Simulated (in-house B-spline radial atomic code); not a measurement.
Radial electron density of the copper ion Cu²⁺, [Ar] 3d9. Computed with a B-spline radial code for spherical atoms: scalar-relativistic (X2C) BHandHLYP, spin-polarised, spherical fractional occupations, Fermi nucleus of rms radius 3.8823 fm.

Caution: exact exchange at fractional occupations of open shells leaves self-interaction of up to several eV.

One-electron X2C: radii and densities carry no picture-change correction, so inner-shell <1/r> comes out high (for 1s by about 2 % at Z = 33, 5 % at 54, 10 % at 75, 30 % at 118) and <r> low.

Columns: r (bohr), 4πr²n(r) (electrons per bohr), bar.

```
 0.00203    1.044 #
 0.00243    1.427 ##
 0.00291    1.943 ##
 0.00349    2.639 ###
 0.00418    3.556 ####
   0.005    4.747 #####
 0.00599    6.298 #######
 0.00717    8.258 #########
 0.00859    10.71 ############
  0.0103    13.68 ###############
  0.0123    17.08 ###################
  0.0147     20.9 #######################
  0.0176    24.97 ############################
  0.0211    28.95 ################################
  0.0253    32.35 ####################################
  0.0303    34.63 ######################################
  0.0363    35.37 #######################################
  0.0434    34.45 ######################################
   0.052    32.18 ####################################
  0.0623    29.55 #################################
  0.0745    27.96 ###############################
  0.0893    28.63 ################################
   0.107    31.89 ###################################
   0.128    36.46 ########################################
   0.153    39.83 ############################################
   0.183    39.46 ############################################
    0.22    34.28 ######################################
   0.263    26.56 #############################
   0.315    19.93 ######################
   0.377    17.56 ###################
   0.451    19.28 #####################
   0.541    22.01 ########################
   0.647    22.28 #########################
   0.775    19.09 #####################
   0.928    13.86 ###############
    1.11    8.708 ##########
    1.33    4.815 #####
    1.59    2.431 ###
    1.91    1.096 #
    2.28   0.4535 #
    2.73   0.1571 
    3.27  0.04298
```

On this grid the curve has 3 maxima, near 0.0363, 0.153, 0.647 bohr.

The 3d down radial function P(r) = rR(r), positive near the nucleus:

```
r (bohr)         P
  0.0176  0.001235
  0.0253   0.00337
  0.0363  0.008911
   0.052   0.02261
  0.0745   0.05449
   0.107    0.1231
   0.153    0.2511
    0.22    0.4591
   0.315    0.7189
   0.451    0.9424
   0.647     1.008
   0.928    0.8724
    1.33    0.6155
    1.91    0.3442
    2.73    0.1417
```
